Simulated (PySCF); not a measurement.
```xyz
10

C      1.7021     0.1310    -0.0814
Al    -0.0513    -0.1706     0.7383
C     -1.6712    -0.0361    -0.3549
H      1.7574     1.1288    -0.5292
H      1.8782    -0.5769    -0.8981
H      2.5300     0.0371     0.6238
H     -0.1598    -0.5166     2.2848
H     -1.6076    -0.6808    -1.2373
H     -1.7972     0.9840    -0.7338
H     -2.5808    -0.3000     0.1879
```

Charge 0, multiplicity 1.

Give the Mulliken and meta-Löwdin atomic charges from PySCF with TPSSh-D3(BJ)/def2-TZVP // B3LYP-D3(BJ)/def2-TZVP.


| atom | Mulliken (e) | meta-Löwdin (e) |
|---|---|---|
| C1 | -0.60 | -0.65 |
| Al2 | 0.52 | 0.76 |
| C3 | -0.60 | -0.65 |
| H4 | 0.13 | 0.12 |
| H5 | 0.13 | 0.12 |
| H6 | 0.14 | 0.12 |
| H7 | -0.11 | -0.18 |
| H8 | 0.13 | 0.12 |
| H9 | 0.13 | 0.12 |
| H10 | 0.14 | 0.12 |
